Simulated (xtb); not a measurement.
CH₅FO₂Si₂, SMILES O=CO[SiH2][SiH2]F. All values are semi-empirical tight-binding results from xtb (GFN2-xTB unless named), good for trends rather than for accurate numbers. The structure is a stationary point at GFN2-xTB. The structure was generated by enumeration, and PubChem lists no compound with its InChIKey, so it may never have been made. Other conformers were not sampled.

A frequency run showed that this geometry is not a minimum.

| Item | Value |
|---|---|
| orbital gap | 3.74 eV |
| dipole moment | 3.31 D |
| static polarisability (D4 model) | 78.7 bohr³ |
| solvation energy, GFN2-xTB/ALPB(water) | -1.8 kcal/mol |
| solvation energy, GFN2-xTB/ALPB(benzene) | -4.6 kcal/mol |
